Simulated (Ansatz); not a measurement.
Born–Oppenheimer molecular dynamics of AlFH₆O₂Si (11 atoms, charge 0, multiplicity 1). It starts at the highest image of a converged band. Of that band: A structure lower than the first end lies on the path between it and the top, so the climb from that side starts below the end, which may itself be a saddle point or a shallow side well. A vibrational analysis at the climbing image gives one clearly imaginary mode, 434i cm⁻¹: a first-order saddle point.

These are results of RKS revPBE-D4/def2-SVP (Ansatz), not measurements.

* ensemble: NVE (velocity Verlet)
* time step: 0.5 fs
* steps asked: 200
* starting velocities drawn for: 300 K
* seed: 8022

First frame:

```xyz
11
Properties=species:S:1:pos:R:3
Al 0.112 0.091 0.042
F -0.009 -0.414 1.908
O 1.696 -0.391 -0.421
H 1.894 -0.661 -1.331
O -1.267 -0.330 -0.897
H -2.144 0.061 -0.767
Si 0.015 2.507 0.946
H 0.771 3.022 2.147
H 0.683 3.115 -0.266
H -1.389 3.050 1.017
H 0.019 0.666 1.876
```

(1) How far do the bonds stretch over the last three quarters of this one trajectory? (Pairs bonded in most of those frames.)

## Answers

(1) 
| bond | mean (Å) | spread (Å) | shortest | longest |
| --- | --- | --- | --- | --- |
| Al1–F2 | 1.689 | 0.073 | 1.57 | 1.82 |
| Al1–O3 | 1.723 | 0.051 | 1.62 | 1.81 |
| Al1–O5 | 1.722 | 0.039 | 1.64 | 1.79 |
| O3–H4 | 0.972 | 0.015 | 0.95 | 1.00 |
| O5–H6 | 0.972 | 0.010 | 0.95 | 0.99 |
| Si7–H8 | 1.512 | 0.020 | 1.48 | 1.55 |
| Si7–H9 | 1.518 | 0.080 | 1.40 | 1.63 |
| Si7–H10 | 1.503 | 0.010 | 1.48 | 1.52 |
| Si7–H11 | 1.509 | 0.041 | 1.44 | 1.57 |

Pairs bonded in part of these frames only: Al1–Si7 7 %, Al1–H11 7 %.

Mean temperature of the second half: 1094 K. The conserved energy stayed within 0.19 meV per atom of its start (net change 0.02 meV per atom), so the integration is sound. The kinetic energy rose, since the run started high on the potential surface and went downhill. It ends in pieces (AlFH2O2 + H4Si), so much of that is their flight and rotation, not heat. A run of 0.1 ps of so small a system gives no equilibrium averages. The orbitals stay closed-shell, which can raise the energy where a bond breaks towards radicals; this wasn't checked here.

Run time: 88 s on 4 threads of AMD EPYC 9R45 96-Core Processor (Zen 5), with other jobs on the host, peak memory 0.17 GiB.
